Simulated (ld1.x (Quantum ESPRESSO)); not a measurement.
## antimony (Sb), TM semilocal: configuration errors across variants

Sb, norm-conserving Troullier–Martins (semilocal form), made with ld1.x (Quantum ESPRESSO) 7.5 (PBE, scalar-relativistic). Core [Kr], reference 4d10 5s2 5p2 (charge +1). Waves: 5p (bound): rc 1.85 bohr; 4d (bound): rc 1.15 bohr; 4f channel at -0.05 Ry: rc 1.60 bohr; 5s (bound): rc 1.60 bohr. Local part: the s channel. Core correction: none.

All-electron excitation energies from the reference (eV): (1) 4d10 5s2 5p3 -8.317; (2) 4d10 5s2 5p1 15.968; (3) 4d10 5s2 5p0 40.381; (4) 4d10 5s1 5p3 8.732; (5) 4d10 5s2 5p3.3 -9.476; (6) 4d10 5s2 5p2.5 -5.055; (7) 4d9 5s2 5p3 32.418.

In the semilocal form every listed channel keeps its own potential, so the choice of the local channel does not act on these tests. It acts once the file is put into the separable form.

A semilocal file is local in each channel, so a ghost entry of none says nothing of the separable form that plane-wave codes build from it.

Tests that are not counted but printed errors over 1 eV. “wave 5p (bound): rc 1.85 bohr becomes 5p (bound): rc 1.28 bohr”: 4d9 5s2 5p3 (solver errors, printed error -109 eV).

1 further variants failed, have other tests or too few solved ones, and are left out.

A true bound ghost makes a file unfit for plane-wave use even where its test errors are small: the radial tests pick states by their node count and pass the ghost by. Where a test does run into it, the solver fails or the error is huge.

The file “wave 5p (bound): rc 1.85 bohr becomes 5p (bound): rc 1.28 bohr” misses its own reference levels by 0.8 eV.

Errors AE − PS in meV (a dash: test not solved or not reliable):

| change | (1) | (2) | (3) | (4) | (5) | (6) | (7) | bound ghosts |
| --- | --- | --- | --- | --- | --- | --- | --- | --- |
| base | +4.5 | +0.6 | +12 | +1.1 | +6.0 | +2.0 | -157 | none |
| wave 5p (bound): rc 1.85 bohr becomes 5p (bound): rc 1.28 bohr | +111 | -48 | +88 | -140 | +142 | +54 | – | p |
| wave 4f channel at -0.05 Ry: rc 1.60 bohr becomes 4f channel at 3.55 Ry: rc 1.60 bohr | +4.5 | +0.6 | +12 | +1.1 | +6.0 | +2.0 | -157 | none |
| wave 4d (bound): rc 1.15 bohr becomes 4d (bound): rc 0.88 bohr | +4.5 | +0.6 | +12 | +1.1 | +6.0 | +2.0 | -155 | none |
| core correction a·sin(br)/r model core inside 0.98 bohr | +4.1 | -1.7 | -7.2 | -1.7 | +5.4 | +1.9 | -206 | none |
| wave 5s (bound): rc 1.60 bohr becomes 5s (bound): rc 1.30 bohr | +11 | +20 | +123 | +39 | +15 | +4.2 | +849 | s (extra level of the local part) |
| form changed from semilocal to separable (Kleinman–Bylander), still TM; local potential all-electron potential smoothed inside 1.55 bohr (lloc = -1) | +8.0 | +3.2 | +1.8 | +3.2 | +11 | +3.0 | -55 | s |
| wave 4f channel at -0.05 Ry: rc 1.60 bohr becomes 4f channel at -0.05 Ry: rc 1.42 bohr | +4.5 | +0.6 | +12 | +1.1 | +6.0 | +2.0 | -157 | none |

(1) Give the same row for: all radii scaled by about 0.87 (s 1.40, p 1.62, d 1.00, f 1.40 bohr).

## Answers

(1) +6.9, +5.1, +31, +2.6, +9.6, +2.7, +147; bound ghosts: none.
